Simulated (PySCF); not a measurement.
Gas-phase reaction: 3 GeH3F → Ge2H6 + GeHF3 + H2

Method: PySCF energies plus ideal-gas RRHO corrections (1 bar). † marks an energy on the PBE0/def2-TZVP geometry and frequencies; other levels use their own. CCSD(T) freezes the core. 6-31G* has spherical d functions here. All species are closed-shell singlets. B3LYP is the form with VWN-RPA correlation. Ge: all electrons, no relativistic terms. GeHF3: computed as isolated molecules; such fragments, hydroxides, amides, oligomers or adducts are transient or little studied in the gas. CCSD(T) isn't extrapolated to the basis-set limit; its ΔH°(298 K) is -43.4 kJ in def2-SVP and -55.6 kJ in def2-TZVPP. The harmonic model lacks anharmonicity and excited electronic states, which grow with temperature; levels with a mode under 35 cm⁻¹ are left out. Internal rotation in Ge2H6 is treated as a harmonic vibration of one conformer, which makes the entropy rough.

```json
[
 {"level": "B3LYP/def2-TZVP†", "ΔE electronic, kJ": "-33", "ΔH°(298 K), kJ": "-39", "ΔS°(298 K), J/K": "-31", "ΔG°(800 K), kJ": "-21"},
 {"level": "CCSD(T)/def2-TZVPP†", "ΔE electronic, kJ": "-50", "ΔH°(298 K), kJ": "-56", "ΔS°(298 K), J/K": "-31", "ΔG°(800 K), kJ": "-38"},
 {"level": "HF/6-31G*", "ΔE electronic, kJ": "-21", "ΔH°(298 K), kJ": "-28", "ΔS°(298 K), J/K": "-33", "ΔG°(800 K), kJ": "-9"},
 {"level": "PBE/def2-SVP", "ΔE electronic, kJ": "-47", "ΔH°(298 K), kJ": "-53", "ΔS°(298 K), J/K": "-28", "ΔG°(800 K), kJ": "-37"},
 {"level": "PBE/def2-TZVP†", "ΔE electronic, kJ": "-49", "ΔH°(298 K), kJ": "-55", "ΔS°(298 K), J/K": "-31", "ΔG°(800 K), kJ": "-37"},
 {"level": "PBE0/def2-TZVP", "ΔE electronic, kJ": "-45", "ΔH°(298 K), kJ": "-51", "ΔS°(298 K), J/K": "-31", "ΔG°(800 K), kJ": "-33"},
 {"level": "r2SCAN/def2-TZVP†", "ΔE electronic, kJ": "-53", "ΔH°(298 K), kJ": "-59", "ΔS°(298 K), J/K": "-31", "ΔG°(800 K), kJ": "-42"},
 {"level": "LDA/def2-TZVP†", "ΔE electronic, kJ": "-58", "ΔH°(298 K), kJ": "-64", "ΔS°(298 K), J/K": "-31", "ΔG°(800 K), kJ": "-47"},
 {"level": "ωB97X-V/def2-TZVP†", "ΔE electronic, kJ": "-40", "ΔH°(298 K), kJ": "-46", "ΔS°(298 K), J/K": "-31", "ΔG°(800 K), kJ": "-28"}
]
```
ΔH° is lowest at LDA/def2-TZVP† and highest at HF/6-31G*. No reference value is set beside these.
